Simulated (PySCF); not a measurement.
A calculated (PBE, PySCF 2.14, aug-cc-pCVDZ, no relativity, point nucleus) atom or ion has these occupied shells.

```tsv
shell	electrons	orbital energy (eV)	rms radius, mean of both spins (bohr)
1s α	1	-118.06	0.488
1s β	1	-117.78	0.488
2p α	1	-10.917	2.57
```

**Question.** Name the element and its charge.

**Answer.** Be⁺ (beryllium, charge +1), in [He] 2p1, 2P determinant (an excited configuration).
